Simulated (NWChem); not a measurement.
# C3H5F; SMILES C1CC1F

Computed with NWChem. Geometry: optimised at PBE-D3(BJ)/def2-SVP. Level: PBE/def2-SVP with SMD (1 M gas to 1 M solution), gas-phase geometry.

Problem. What does the run give for solvent 1-propanol? Quantities: solvation free energy (kcal/mol); cavity-dispersion-structure term (kcal/mol); dipole in solution (D).

Solution. 
```yaml
solvation free energy (kcal/mol): -3.5
cavity-dispersion-structure term (kcal/mol): -0.6
dipole in solution (D): 1.81
```
